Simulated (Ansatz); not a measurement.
The cluster Be7⁻. Charge -1, multiplicity 2. Geometry PBE0/def2-TZVPD.

Cartesian coordinates in Å:
```
Be -0.7672 1.9057 0.4816
Be 0.4374 1.6115 -1.2124
Be -0.0005 -0.0010 0.0004
Be -1.2049 0.2718 1.7022
Be -0.4371 -1.6097 1.2110
Be 0.7625 -1.9012 -0.4763
Be 1.2098 -0.2771 -1.7065
```

At PBE/def2-SVPD, PBE0/def2-SVPD, PBE0/def2-TZVPD the charge -1 doublet is spin-contaminated (final ⟨S²⟩ up to 1.51, 0.75 for a pure state). The geometry of the doublet was relaxed on an unsound state (⟨S²⟩ 1.39, where a pure state has 0.75). The structure comes from a short search, and lower isomers may exist.

Task: Estimate the α-spin orbital energies around the gap (eV) in Ansatz with LDA (SPW92)/def2-TZVPD, PBE/def2-SVPD, PBE/def2-TZVPD, PBE0/def2-SVPD, PBE0/def2-TZVPD.

Result: 
```json
{"orbital": "HOMO−13", "LDA (SPW92)/def2-TZVPD": "-99.05", "PBE/def2-SVPD": "-100.46", "PBE/def2-TZVPD": "-100.35", "PBE0/def2-SVPD": "-106.42", "PBE0/def2-TZVPD": "-106.32"}
{"orbital": "HOMO−12", "LDA (SPW92)/def2-TZVPD": "-99.02", "PBE/def2-SVPD": "-100.44", "PBE/def2-TZVPD": "-100.33", "PBE0/def2-SVPD": "-106.28", "PBE0/def2-TZVPD": "-106.19"}
{"orbital": "HOMO−11", "LDA (SPW92)/def2-TZVPD": "-99.02", "PBE/def2-SVPD": "-100.44", "PBE/def2-TZVPD": "-100.33", "PBE0/def2-SVPD": "-106.27", "PBE0/def2-TZVPD": "-106.18"}
{"orbital": "HOMO−10", "LDA (SPW92)/def2-TZVPD": "-99.00", "PBE/def2-SVPD": "-100.40", "PBE/def2-TZVPD": "-100.30", "PBE0/def2-SVPD": "-106.26", "PBE0/def2-TZVPD": "-106.18"}
{"orbital": "HOMO−9", "LDA (SPW92)/def2-TZVPD": "-98.97", "PBE/def2-SVPD": "-100.37", "PBE/def2-TZVPD": "-100.28", "PBE0/def2-SVPD": "-106.08", "PBE0/def2-TZVPD": "-106.02"}
{"orbital": "HOMO−8", "LDA (SPW92)/def2-TZVPD": "-98.19", "PBE/def2-SVPD": "-99.61", "PBE/def2-TZVPD": "-99.55", "PBE0/def2-SVPD": "-105.34", "PBE0/def2-TZVPD": "-105.30"}
{"orbital": "HOMO−7", "LDA (SPW92)/def2-TZVPD": "-6.00", "PBE/def2-SVPD": "-5.93", "PBE/def2-TZVPD": "-5.95", "PBE0/def2-SVPD": "-7.51", "PBE0/def2-TZVPD": "-7.54"}
{"orbital": "HOMO−6", "LDA (SPW92)/def2-TZVPD": "-4.07", "PBE/def2-SVPD": "-4.01", "PBE/def2-TZVPD": "-4.01", "PBE0/def2-SVPD": "-5.28", "PBE0/def2-TZVPD": "-5.29"}
{"orbital": "HOMO−5", "LDA (SPW92)/def2-TZVPD": "-4.04", "PBE/def2-SVPD": "-3.97", "PBE/def2-TZVPD": "-3.98", "PBE0/def2-SVPD": "-5.22", "PBE0/def2-TZVPD": "-5.23"}
{"orbital": "HOMO−4", "LDA (SPW92)/def2-TZVPD": "-1.41", "PBE/def2-SVPD": "-1.35", "PBE/def2-TZVPD": "-1.36", "PBE0/def2-SVPD": "-2.33", "PBE0/def2-TZVPD": "-2.32"}
{"orbital": "HOMO−3", "LDA (SPW92)/def2-TZVPD": "-1.39", "PBE/def2-SVPD": "-1.33", "PBE/def2-TZVPD": "-1.34", "PBE0/def2-SVPD": "-2.30", "PBE0/def2-TZVPD": "-2.32"}
{"orbital": "HOMO−2", "LDA (SPW92)/def2-TZVPD": "-0.85", "PBE/def2-SVPD": "-0.75", "PBE/def2-TZVPD": "-0.74", "PBE0/def2-SVPD": "-1.39", "PBE0/def2-TZVPD": "-1.39"}
{"orbital": "HOMO−1", "LDA (SPW92)/def2-TZVPD": "-0.84", "PBE/def2-SVPD": "-0.71", "PBE/def2-TZVPD": "-0.70", "PBE0/def2-SVPD": "-1.30", "PBE0/def2-TZVPD": "-1.24"}
{"orbital": "HOMO", "LDA (SPW92)/def2-TZVPD": "-0.09", "PBE/def2-SVPD": "-0.09", "PBE/def2-TZVPD": "-0.04", "PBE0/def2-SVPD": "-0.93", "PBE0/def2-TZVPD": "-0.89"}
{"orbital": "LUMO", "LDA (SPW92)/def2-TZVPD": "0.19", "PBE/def2-SVPD": "0.31", "PBE/def2-TZVPD": "0.35", "PBE0/def2-SVPD": "0.89", "PBE0/def2-TZVPD": "0.93"}
{"orbital": "LUMO+1", "LDA (SPW92)/def2-TZVPD": "0.21", "PBE/def2-SVPD": "0.35", "PBE/def2-TZVPD": "0.37", "PBE0/def2-SVPD": "1.17", "PBE0/def2-TZVPD": "1.16"}
{"orbital": "LUMO+2", "LDA (SPW92)/def2-TZVPD": "1.11", "PBE/def2-SVPD": "1.26", "PBE/def2-TZVPD": "1.27", "PBE0/def2-SVPD": "1.84", "PBE0/def2-TZVPD": "1.86"}
{"orbital": "LUMO+3", "LDA (SPW92)/def2-TZVPD": "1.14", "PBE/def2-SVPD": "1.29", "PBE/def2-TZVPD": "1.30", "PBE0/def2-SVPD": "1.92", "PBE0/def2-TZVPD": "1.92"}
{"orbital": "LUMO+4", "LDA (SPW92)/def2-TZVPD": "1.83", "PBE/def2-SVPD": "2.00", "PBE/def2-TZVPD": "1.98", "PBE0/def2-SVPD": "2.52", "PBE0/def2-TZVPD": "2.50"}
{"orbital": "LUMO+5", "LDA (SPW92)/def2-TZVPD": "2.39", "PBE/def2-SVPD": "2.55", "PBE/def2-TZVPD": "2.51", "PBE0/def2-SVPD": "3.12", "PBE0/def2-TZVPD": "3.00"}
{"orbital": "β HOMO", "LDA (SPW92)/def2-TZVPD": "-0.70", "PBE/def2-SVPD": "-0.59", "PBE/def2-TZVPD": "-0.61", "PBE0/def2-SVPD": "-1.16", "PBE0/def2-TZVPD": "-1.18"}
{"orbital": "β LUMO", "LDA (SPW92)/def2-TZVPD": "0.30", "PBE/def2-SVPD": "0.38", "PBE/def2-TZVPD": "0.41", "PBE0/def2-SVPD": "0.93", "PBE0/def2-TZVPD": "0.97"}
```
